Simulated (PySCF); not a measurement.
F₃In, SMILES [F][In-]([F])[F], charge -1, multiplicity 2. The structure is a stationary point at PBE-D3(BJ)/def2-SVPD. The def2 effective core potentials stand for the cores of In; spin–orbit coupling is left out.

Computed equilibrium geometry at PBE-D3(BJ)/def2-SVPD (PySCF confirms it by a frequency run) as bond lengths and angles, and its point group:
point group C3v.
Atoms: In1 F2 F3 F4. Bonds (Å): In1–F2 2.085, In1–F3 2.085, In1–F4 2.085. Angles (°): F2–In1–F3 107.8, F2–In1–F4 107.8, F3–In1–F4 107.8.
Charge -1, spin multiplicity 2.
